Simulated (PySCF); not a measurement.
## BaF2, singlet: molecular constants

Computed with PBE0/[Ba x2c-TZVPall, F x2c-TZVPall], spin-free X2C, density fitting, no spin–orbit coupling, PySCF.

The structure is a minimum.

- Point group: C2v
- Bond lengths: Ba–F 2.205 Å (×2)
- Bond angles: F–Ba–F 118.9°
- Zero-point energy: 5.9 kJ/mol
- Highest occupied level: -8.25 eV
- Principal polarisabilities: 20.6, 26.6, 36.7 bohr³
- Entropy at 298.15 K and 1 bar: 295.1 J/(mol K)
- Rotational constants: 0.4501, 0.1231, 0.09664 cm⁻¹
- Rotational symmetry number: 2
- Heat capacity Cp at 298.15 K: 52.9 J/(mol K)
- Lowest empty level: -1.39 eV
- Principal quadrupole moments (Buckingham, traceless) about the centre of mass: -22.05, 6.94, 15.11 D Å
- Dipole moment: 6.76 D
- Enthalpy at 298.15 K above 0 K: 13.30 kJ/mol

Harmonic modes (masses in u: Ba 137.905, F 18.998):
| symmetry | ω (cm⁻¹) | IR (km/mol) | μ (u) | type |
| --- | --- | --- | --- | --- |
| a1 | 91 | 26.7 | 21.56 | bend |
| b2 | 433 | 229 | 22.25 | stretch |
| a1 | 456 | 72.3 | 20.37 | stretch |

In C2v the vibrations span 2a1 + b2. Here b1 is antisymmetric to the molecular plane and b2 lies in it.

Charges (e):
```json
{"atom": "Ba1", "Mulliken": "1.30", "Löwdin": "1.12", "polar tensor": "1.83", "Mayer order to Ba1": "–"}
{"atom": "F2,3", "Mulliken": "-0.65", "Löwdin": "-0.56", "polar tensor": "-0.91", "Mayer order to Ba1": "0.57"}
```

Mulliken populations on Ba1: s 10.02, p 24.05, d 20.55, f 0.08.

Counting electrons, barium keeps none of its valence electrons outside its bonds, so the VSEPR class is AX2 and the expected shape is linear (D∞h). The calculation gives C2v instead. Heavy alkaline-earth centres are the known exception: their polarisable core and low (n−1)d orbitals favour bending; the Mulliken d population here is 0.55.

Only a few start shapes were tried, so a lower isomer may exist.

The final relaxation and frequency run took roughly 4 core-minutes on a shared host.
